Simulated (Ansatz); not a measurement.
```yaml
crystal:
  periodic: [false, false, false]
  atoms:
    - {symbol: C, position_ang: [3.397671, -2.030107, -1.173601]}
    - {symbol: Si, position_ang: [3.659048, -0.448592, -0.172916]}
    - {symbol: N, position_ang: [2.201483, 0.538733, -0.075811]}
    - {symbol: C, position_ang: [1.686931, 1.096241, -1.331245]}
    - {symbol: Si, position_ang: [1.252235, 0.820272, 1.374848]}
    - {symbol: N, position_ang: [-0.332767, 0.061330, 1.268654]}
    - {symbol: C, position_ang: [-0.357789, -1.393487, 1.064810]}
    - {symbol: Si, position_ang: [-1.876909, 0.874315, 1.469823]}
    - {symbol: N, position_ang: [-2.910931, 0.493004, 0.110505]}
    - {symbol: C, position_ang: [-4.328156, 0.224760, 0.237822]}
    - {symbol: C, position_ang: [-2.465000, 0.743388, -1.245841]}
    - {symbol: H, position_ang: [2.643857, -2.687560, -0.694144]}
    - {symbol: H, position_ang: [3.049817, -1.799729, -2.201626]}
    - {symbol: H, position_ang: [4.346882, -2.598758, -1.259536]}
    - {symbol: H, position_ang: [4.076817, -0.781223, 1.231774]}
    - {symbol: H, position_ang: [4.743373, 0.356204, -0.851407]}
    - {symbol: H, position_ang: [2.516841, 1.401235, -2.007932]}
    - {symbol: H, position_ang: [1.043632, 0.381716, -1.896606]}
    - {symbol: H, position_ang: [1.076173, 2.007052, -1.144314]}
    - {symbol: H, position_ang: [0.987432, 2.288006, 1.558842]}
    - {symbol: H, position_ang: [2.067393, 0.251090, 2.503095]}
    - {symbol: H, position_ang: [-0.217162, -1.961938, 2.012841]}
    - {symbol: H, position_ang: [-1.325981, -1.705565, 0.619521]}
    - {symbol: H, position_ang: [0.443022, -1.710153, 0.361079]}
    - {symbol: H, position_ang: [-2.667173, 0.402111, 2.664157]}
    - {symbol: H, position_ang: [-1.522892, 2.330377, 1.636650]}
    - {symbol: H, position_ang: [-4.964691, 1.079684, -0.101065]}
    - {symbol: H, position_ang: [-4.627996, -0.662212, -0.370042]}
    - {symbol: H, position_ang: [-4.589358, 0.012310, 1.294057]}
    - {symbol: H, position_ang: [-2.939861, 1.648854, -1.699436]}
    - {symbol: H, position_ang: [-1.365685, 0.886647, -1.267842]}
    - {symbol: H, position_ang: [-2.700267, -0.118025, -1.915135]}
basis:
  gaussian: {orbitals: def2-TZVP}
magnetization: {spin_polarized: true, initial_magnetization: 2}
hamiltonian: {xc: pbe0, dispersion: d4}
scf: {omitted_lower_state_checks: [starts]}
output: {orbitals: {seedname: orbitals}}
```

```sh
$ ansatz run in.yaml --threads 4 --pin off --events-out ev --progress --plain --max-ram 6963MiB
```

Q: Does this run fit into the memory that it is given?

A: No. It has 485 basis functions, and Ansatz plans for 7.48 GiB where 6.79 GiB are given.
